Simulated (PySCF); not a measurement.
C₂H₁₁BN₂.
Cartesian coordinates in Å at the PBE0-D3(BJ)/def2-SVP level; atoms count from 1:
```xyz
16
C2H11BN2 angstrom
C      1.9445   -0.2720   -0.1110
C      0.7824    0.4687    0.5421
B     -0.6220    0.4494   -0.2581
N     -1.7944    1.0090    0.4827
N     -1.0089   -1.1892   -0.4623
H      2.8928   -0.1686    0.4423
H      2.1218    0.0957   -1.1353
H      1.7591   -1.3595   -0.1916
H      0.6391    0.0914    1.5766
H      1.0618    1.5306    0.6666
H     -0.5232    0.8259   -1.4330
H     -1.5757    1.4030    1.3924
H     -2.3488    1.6886   -0.0253
H     -0.3453   -1.7019   -1.0435
H     -1.0671   -1.6383    0.4533
H     -1.9353   -1.2399   -0.8846
```

The calculation used PBE0-D3(BJ)/def2-SVP geometry optimisation, gas phase (PySCF).

Masses are those of the commonest isotopes; rigid-rotor values at the optimised geometry. The values belong to one conformer with, in the numbering `[CH3:1][CH2:2][B@H-:3]([NH2:4])[NH3+:5]`, C1–C2–B3–N4 172°, C2–B3–N4–H 4° and 131°.

**Question.** Give the principal moments of inertia and the rotational constants in cm⁻¹.

**Answer.** Ia = 74.90, Ib = 159.40, Ic = 211.50 u·Å²; 505379 MHz·u·Å²/I gives 6748, 3171 and 2389 MHz, that is A = 0.22508, B = 0.10576, C = 0.07970 cm⁻¹.

**Question.** What kind of rotor is it?

**Answer.** An asymmetric top. Ray's parameter κ = (2B − A − C)/(A − C) = -0.642; −1 is the prolate and +1 the oblate limit.

**Question.** Is it planar, by Δ = Ic − Ia − Ib?

**Answer.** Not planar: Δ = Ic − Ia − Ib = -22.79 u·Å². For a rigid frame Δ = −2 Σ m c², so Σ m c² = 11.40 u·Å² lies off the ab plane: 8.47 from hydrogen and 2.92 from heavier atoms. The atom farthest from that plane is 1.63 Å away.

**Question.** Give the other two planar moments, Paa and Pbb, and the rms extents of the mass along the axes.

**Answer.** Paa = Σ m a² = (Ib + Ic − Ia)/2 = 148.00 and Pbb = Σ m b² = (Ia + Ic − Ib)/2 = 63.50 u·Å². With the mass M = 74.10 u, the rms extents √(P/M) along a, b and c are 1.41, 0.93, 0.39 Å.

**Question.** Predict some low-J microwave lines.

**Answer.** The dipole components are |μa| = 0.67 D, |μb| = 3.24 D, |μc| = 1.24 D. The squared components, which scale the intensities, stand as 0.04 : 1.00 : 0.15 (a : b : c). Some of the stronger lines:

```json
{"type": "c", "branch": "Q", "J(Ka,Kc)": "4(1,4) ← 4(0,4)", "MHz": "1374", "lower level (cm⁻¹)": "1.802"}
{"type": "c", "branch": "Q", "J(Ka,Kc)": "2(1,2) ← 2(0,2)", "MHz": "2911", "lower level (cm⁻¹)": "0.553"}
{"type": "c", "branch": "Q", "J(Ka,Kc)": "1(1,1) ← 1(0,1)", "MHz": "3577", "lower level (cm⁻¹)": "0.185"}
{"type": "b", "branch": "Q", "J(Ka,Kc)": "4(2,2) ← 4(1,3)", "MHz": "9828", "lower level (cm⁻¹)": "2.106"}
{"type": "c", "branch": "R", "J(Ka,Kc)": "1(1,0) ← 0(0,0)", "MHz": "9918", "lower level (cm⁻¹)": "0.000"}
{"type": "b", "branch": "R", "J(Ka,Kc)": "3(0,3) ← 2(1,2)", "MHz": "13327", "lower level (cm⁻¹)": "0.650"}
{"type": "b", "branch": "R", "J(Ka,Kc)": "4(1,3) ← 3(2,2)", "MHz": "13901", "lower level (cm⁻¹)": "1.642"}
{"type": "b", "branch": "Q", "J(Ka,Kc)": "3(2,2) ← 3(1,3)", "MHz": "14314", "lower level (cm⁻¹)": "1.165"}
{"type": "c", "branch": "Q", "J(Ka,Kc)": "5(3,3) ← 5(2,3)", "MHz": "17380", "lower level (cm⁻¹)": "3.412"}
{"type": "b", "branch": "Q", "J(Ka,Kc)": "5(2,4) ← 5(1,5)", "MHz": "18089", "lower level (cm⁻¹)": "2.697"}
{"type": "b", "branch": "R", "J(Ka,Kc)": "5(1,4) ← 4(2,3)", "MHz": "20887", "lower level (cm⁻¹)": "2.381"}
{"type": "b", "branch": "R", "J(Ka,Kc)": "3(2,2) ← 2(1,1)", "MHz": "27412", "lower level (cm⁻¹)": "0.728"}
{"type": "b", "branch": "Q", "J(Ka,Kc)": "5(4,2) ← 5(3,3)", "MHz": "27555", "lower level (cm⁻¹)": "3.992"}
{"type": "b", "branch": "R", "J(Ka,Kc)": "4(2,3) ← 3(1,2)", "MHz": "31788", "lower level (cm⁻¹)": "1.321"}
{"type": "c", "branch": "R", "J(Ka,Kc)": "4(2,3) ← 3(1,3)", "MHz": "36464", "lower level (cm⁻¹)": "1.165"}
{"type": "c", "branch": "R", "J(Ka,Kc)": "4(3,2) ← 3(2,2)", "MHz": "42347", "lower level (cm⁻¹)": "1.642"}
{"type": "c", "branch": "R", "J(Ka,Kc)": "4(4,0) ← 3(3,0)", "MHz": "50027", "lower level (cm⁻¹)": "2.307"}
{"type": "b", "branch": "R", "J(Ka,Kc)": "5(4,2) ← 4(3,1)", "MHz": "55577", "lower level (cm⁻¹)": "3.057"}
{"type": "c", "branch": "R", "J(Ka,Kc)": "5(4,1) ← 4(3,1)", "MHz": "55584", "lower level (cm⁻¹)": "3.057"}
{"type": "b", "branch": "R", "J(Ka,Kc)": "5(5,0) ← 4(4,1)", "MHz": "63529", "lower level (cm⁻¹)": "3.975"}
```

No frequency check. These are rigid-rotor constants of the computed structure; measured ground-state constants (B0) also hold zero-point vibration. A rigid rotor knows nothing of inversion at nitrogen or internal rotation, which can split or shift real lines. Quadrupole hyperfine structure (11B, 14N) is left out.

On Arm Neoverse V1, one thread (shared host), this took 63 s wall and 0.50 GiB of memory at its peak. That covers the optimisation of the geometry.
